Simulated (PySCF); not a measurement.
C8H10OS, SMILES c1ccsc1CCC(C)=O (GFN2-xTB optimised geometry):

```
20

C     -1.388    -1.927    -3.878
C     -1.096    -2.368    -2.467
O     -0.117    -3.002    -2.169
C     -2.146    -1.951    -1.454
C     -1.548    -1.797    -0.050
C     -0.618    -0.634     0.000
C      0.739    -0.634     0.000
C      1.298     0.666     0.000
C      0.355     1.639    -0.005
S     -1.239     0.990    -0.009
H     -1.212    -0.854    -3.947
H     -0.731    -2.436    -4.578
H     -2.428    -2.117    -4.132
H     -2.907    -2.736    -1.443
H     -2.623    -1.022    -1.769
H     -2.355    -1.665     0.674
H     -0.992    -2.703     0.199
H      1.324    -1.536    -0.008
H      2.355     0.861     0.003
H      0.486     2.703    -0.007
```

Method: PBE0/def2-SVP (PySCF 2.14.0).

Task: What are the frontier orbital energies and the dipole moment?

Result: HOMO-2 -7.20 eV, HOMO-1 -7.13 eV, HOMO -6.53 eV, LUMO -0.30 eV, LUMO+1 -0.12 eV; dipole moment 2.04 D.

Meta-Löwdin charges at PBE0/def2-SVP: C1 -0.35, C2 0.38, O3 -0.40, C4 -0.22, C5 -0.18, C6 -0.10, C7 -0.15, C8 -0.13, C9 -0.24, S10 0.21, H11 0.13, H12 0.12, H13 0.11, H14 0.12, H15 0.10, H16 0.11, H17 0.12, H18 0.12, H19 0.12, H20 0.13.
